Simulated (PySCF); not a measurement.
**Kr+ (krypton, charge +1) across methods**

[Ar] 3d10 4s2 4p5, 2P determinant. Calculation: PySCF 2.14, in aug-cc-pVQZ-DK; scalar relativity by spin-free X2C-1e. The B2PLYP total includes its PT2 part (frozen core); its orbital energies are those of the SCF part.

```
method  E (hartree)  mean ε 4s β (eV)  mean ε 4p α (eV)  mean ε 4p β (eV)  Σ⟨r²⟩ (bohr²)   ⟨S²⟩
   UHF  -2787.70086           -41.101           -25.551           -24.214          31.63  0.758
r2SCAN    -2789.495           -33.981           -20.497           -19.463          31.37  0.754
 wB97X    -2789.589           -38.369           -24.068           -23.075          31.44  0.752
   M06    -2789.533           -35.621           -21.552           -20.521          31.35  0.752
B2PLYP    -2789.087           -37.735           -23.028           -21.940          31.58  0.754
   LDA    -2785.628           -33.667           -20.075           -19.176          31.50  0.751
   PBE    -2789.153           -33.376           -19.971           -19.036          31.52  0.752
  PBE0    -2789.217           -35.616           -21.619           -20.602          31.44  0.753
 HSE06    -2789.207           -35.221           -21.178           -20.176          31.47  0.753
```
